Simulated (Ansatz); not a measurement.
Molecule: sum formula HBO, charge 0, multiplicity 1. SMILES: O=B
Geometry: optimised at B3LYP-D3(BJ)/def2-TZVP (Ansatz, a program for electronic structure).

Wanted: vertical ionisation energy (to the doublet state of charge +1; each state is the SCF solution reached for its spin), in eV. Cores are frozen in the correlated levels unless marked. Open shells are spin-unrestricted. No spin-orbit coupling. No relativistic terms. CBS marks a two-point X^-3 extrapolation of the correlation energy; Hartree-Fock from the larger set.

CCSD(T)/CBS(aug-cc-pVTZ,aug-cc-pVQZ) (Ansatz) gives 13.72 eV.

Problem. Another calculation gave 13.62 eV. Which level was it?
A) SVWN5/def2-TZVPD (Ansatz)
B) PBE/def2-TZVPD (Ansatz)
C) wB97M-V/def2-TZVPD (Ansatz)
D) CAM-B3LYP/def2-TZVPD (Ansatz)

Solution. D, CAM-B3LYP/def2-TZVPD (Ansatz). The others give 13.50 (wB97M-V), 14.23 (SVWN5), 13.78 (PBE) eV.
